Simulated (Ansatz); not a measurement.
Ga₂Te₃⁺. Total charge 1; doublet. Geometry r2SCAN-D4/def2-SVP.

```
atom   x (Å)   y (Å)   z (Å)
 Ga1   1.286  -1.698   0.300
 Ga2  -1.788   0.403  -1.126
 Te3   0.560   1.451   0.923
 Te4  -1.136  -0.641   1.506
 Te5   1.078   0.485  -1.604
```

In the def2 sets Te takes a core potential; there is no spin–orbit coupling. LC-ωPBE has ω = 0.4 bohr⁻¹. The structure comes from a short search, and lower isomers may exist.

(1) Estimate the α-spin orbital energies around the gap (eV) in Ansatz with PBE-D4/def2-SVP, PBE-D4/def2-TZVP, r2SCAN-D4/def2-TZVP, PBE0-D4/def2-SVP, LC-ωPBE/def2-TZVP.

Answers

(1) 
```json
{"orbital": "HOMO−13", "PBE-D4/def2-SVP": "-24.36", "PBE-D4/def2-TZVP": "-24.17", "r2SCAN-D4/def2-TZVP": "-24.79", "PBE0-D4/def2-SVP": "-27.84", "LC-ωPBE/def2-TZVP": "-29.90"}
{"orbital": "HOMO−12", "PBE-D4/def2-SVP": "-24.35", "PBE-D4/def2-TZVP": "-24.16", "r2SCAN-D4/def2-TZVP": "-24.78", "PBE0-D4/def2-SVP": "-27.83", "LC-ωPBE/def2-TZVP": "-29.89"}
{"orbital": "HOMO−11", "PBE-D4/def2-SVP": "-22.05", "PBE-D4/def2-TZVP": "-21.82", "r2SCAN-D4/def2-TZVP": "-22.53", "PBE0-D4/def2-SVP": "-24.05", "LC-ωPBE/def2-TZVP": "-27.54"}
{"orbital": "HOMO−10", "PBE-D4/def2-SVP": "-20.04", "PBE-D4/def2-TZVP": "-19.89", "r2SCAN-D4/def2-TZVP": "-20.52", "PBE0-D4/def2-SVP": "-21.88", "LC-ωPBE/def2-TZVP": "-25.19"}
{"orbital": "HOMO−9", "PBE-D4/def2-SVP": "-18.82", "PBE-D4/def2-TZVP": "-18.70", "r2SCAN-D4/def2-TZVP": "-19.22", "PBE0-D4/def2-SVP": "-20.42", "LC-ωPBE/def2-TZVP": "-23.51"}
{"orbital": "HOMO−8", "PBE-D4/def2-SVP": "-14.37", "PBE-D4/def2-TZVP": "-14.24", "r2SCAN-D4/def2-TZVP": "-14.62", "PBE0-D4/def2-SVP": "-15.72", "LC-ωPBE/def2-TZVP": "-18.73"}
{"orbital": "HOMO−7", "PBE-D4/def2-SVP": "-13.95", "PBE-D4/def2-TZVP": "-13.83", "r2SCAN-D4/def2-TZVP": "-14.15", "PBE0-D4/def2-SVP": "-15.18", "LC-ωPBE/def2-TZVP": "-17.96"}
{"orbital": "HOMO−6", "PBE-D4/def2-SVP": "-12.83", "PBE-D4/def2-TZVP": "-12.66", "r2SCAN-D4/def2-TZVP": "-13.00", "PBE0-D4/def2-SVP": "-13.81", "LC-ωPBE/def2-TZVP": "-15.88"}
{"orbital": "HOMO−5", "PBE-D4/def2-SVP": "-12.17", "PBE-D4/def2-TZVP": "-12.03", "r2SCAN-D4/def2-TZVP": "-12.34", "PBE0-D4/def2-SVP": "-13.10", "LC-ωPBE/def2-TZVP": "-15.23"}
{"orbital": "HOMO−4", "PBE-D4/def2-SVP": "-11.35", "PBE-D4/def2-TZVP": "-11.25", "r2SCAN-D4/def2-TZVP": "-11.63", "PBE0-D4/def2-SVP": "-12.49", "LC-ωPBE/def2-TZVP": "-14.96"}
{"orbital": "HOMO−3", "PBE-D4/def2-SVP": "-10.79", "PBE-D4/def2-TZVP": "-10.72", "r2SCAN-D4/def2-TZVP": "-11.02", "PBE0-D4/def2-SVP": "-11.77", "LC-ωPBE/def2-TZVP": "-14.13"}
{"orbital": "HOMO−2", "PBE-D4/def2-SVP": "-10.31", "PBE-D4/def2-TZVP": "-10.22", "r2SCAN-D4/def2-TZVP": "-10.52", "PBE0-D4/def2-SVP": "-11.29", "LC-ωPBE/def2-TZVP": "-13.51"}
{"orbital": "HOMO−1", "PBE-D4/def2-SVP": "-10.18", "PBE-D4/def2-TZVP": "-10.11", "r2SCAN-D4/def2-TZVP": "-10.37", "PBE0-D4/def2-SVP": "-11.05", "LC-ωPBE/def2-TZVP": "-13.21"}
{"orbital": "HOMO", "PBE-D4/def2-SVP": "-9.19", "PBE-D4/def2-TZVP": "-9.12", "r2SCAN-D4/def2-TZVP": "-9.41", "PBE0-D4/def2-SVP": "-10.09", "LC-ωPBE/def2-TZVP": "-12.25"}
{"orbital": "LUMO", "PBE-D4/def2-SVP": "-7.68", "PBE-D4/def2-TZVP": "-7.57", "r2SCAN-D4/def2-TZVP": "-7.55", "PBE0-D4/def2-SVP": "-6.99", "LC-ωPBE/def2-TZVP": "-4.87"}
{"orbital": "LUMO+1", "PBE-D4/def2-SVP": "-7.47", "PBE-D4/def2-TZVP": "-7.37", "r2SCAN-D4/def2-TZVP": "-7.35", "PBE0-D4/def2-SVP": "-6.76", "LC-ωPBE/def2-TZVP": "-4.62"}
{"orbital": "LUMO+2", "PBE-D4/def2-SVP": "-6.70", "PBE-D4/def2-TZVP": "-6.64", "r2SCAN-D4/def2-TZVP": "-6.55", "PBE0-D4/def2-SVP": "-6.03", "LC-ωPBE/def2-TZVP": "-4.05"}
{"orbital": "LUMO+3", "PBE-D4/def2-SVP": "-6.16", "PBE-D4/def2-TZVP": "-6.10", "r2SCAN-D4/def2-TZVP": "-6.02", "PBE0-D4/def2-SVP": "-5.47", "LC-ωPBE/def2-TZVP": "-3.44"}
{"orbital": "LUMO+4", "PBE-D4/def2-SVP": "-5.72", "PBE-D4/def2-TZVP": "-5.75", "r2SCAN-D4/def2-TZVP": "-5.60", "PBE0-D4/def2-SVP": "-5.05", "LC-ωPBE/def2-TZVP": "-3.27"}
{"orbital": "LUMO+5", "PBE-D4/def2-SVP": "-5.71", "PBE-D4/def2-TZVP": "-5.69", "r2SCAN-D4/def2-TZVP": "-5.46", "PBE0-D4/def2-SVP": "-5.05", "LC-ωPBE/def2-TZVP": "-3.12"}
{"orbital": "β HOMO", "PBE-D4/def2-SVP": "-10.03", "PBE-D4/def2-TZVP": "-9.97", "r2SCAN-D4/def2-TZVP": "-10.15", "PBE0-D4/def2-SVP": "-10.79", "LC-ωPBE/def2-TZVP": "-12.75"}
{"orbital": "β LUMO", "PBE-D4/def2-SVP": "-8.79", "PBE-D4/def2-TZVP": "-8.70", "r2SCAN-D4/def2-TZVP": "-8.71", "PBE0-D4/def2-SVP": "-8.33", "LC-ωPBE/def2-TZVP": "-6.71"}
```
